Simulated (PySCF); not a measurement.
# Shieldings and the share of exact exchange

Molecule: SMILES C#CC[SiH2]OC, C₄H₈OSi.

Bonds (- single, = double, # triple, : aromatic): C1#C2 1.212 Å, C2-C3 1.450 Å, C3-Si4 1.885 Å, Si4-O5 1.664 Å, O5-C6 1.399 Å. C1 carries H7; C3 carries H8, H9; Si4 carries H10, H11; C6 carries H12, H13, H14.

GIAO shieldings (ppm, equivalent atoms averaged) in PySCF 2.14 on the PBE0-D3(BJ)/def2-SVP geometry, basis pcSseg-1, gas phase, non-relativistic:

```tsv
functional	exact exchange (%)	σ(C6)	σ(C3)	σ(Si4)	σ(O5)
BLYP	0	119.1	170.5	341.7	310.4
BP86	0	123.8	175.0	347.3	316.9
PBE	0	124.4	175.3	347.5	316.0
B3LYP	20	124.7	175.7	354.3	322.6
mPW1PW91	25	129.7	180.3	363.0	329.2
BHandHLYP	50	131.8	182.1	374.2	336.4
HF	100	142.4	191.6	410.9	353.1
```

**Question.** Fit each shielding as a line in the percentage of exact exchange.

**Answer.** σ(C6) = 122.4 + 0.20 x (rms 1.9 ppm); σ(C3) = 173.6 + 0.18 x (rms 1.8 ppm); σ(Si4) = 344.7 + 0.65 x (rms 2.7 ppm); σ(O5) = 315.5 + 0.39 x (rms 2.6 ppm). The functionals also differ in their semilocal parts, which the line can't hold; Hartree–Fock has no correlation at all.

**Question.** What does the line predict for PBE0 (25 %), and what does the run give?

**Answer.** σ(C6): 127.4 predicted, 130.7 computed; σ(C3): 178.1 predicted, 181.2 computed; σ(Si4): 360.9 predicted, 363.7 computed; σ(O5): 325.2 predicted, 329.8 computed ppm.
